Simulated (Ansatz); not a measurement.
B3F3⁺. Total charge 1; doublet. Geometry PBE0-D4/def2-SVP, that of the neutral singlet; atoms count from 1.

```xyz
6

B     0.0229    0.1165    1.0806
B    -0.4760   -0.1917   -0.9583
B     0.8677    0.1440   -0.2341
F    -0.8838    0.0349    1.9862
F     2.1554    0.3572   -0.5814
F    -1.6862   -0.4610   -1.2930
```

The structure comes from a short search, and lower isomers may exist.

(1) Estimate the Mulliken populations from the PBE0/def2-TZVP orbitals of Ansatz.

(2) Where does the spin sit?

(3) And the Mayer bond orders between heavy atoms (over 0.3)?

Answers

(1) 
```
atom  charge (e)  spin (α − β)
  B1        0.50          0.28
  B2        0.50          0.28
  B3        0.21          0.32
  F4       -0.04          0.03
  F5       -0.14          0.07
  F6       -0.04          0.03
```
Mulliken values depend strongly on the basis.

(2) Summed by element: B 0.87, F 0.13, of 1 unpaired in all. Largest on single atoms: B3 0.32, B2 0.28, B1 0.28.

(3) B1–B2 0.35 (2.12 Å); B1–B3 1.14 (1.56 Å); B1–F4 1.49 (1.28 Å); B2–B3 1.14 (1.56 Å); B2–F6 1.49 (1.28 Å); B3–F5 1.25 (1.35 Å).
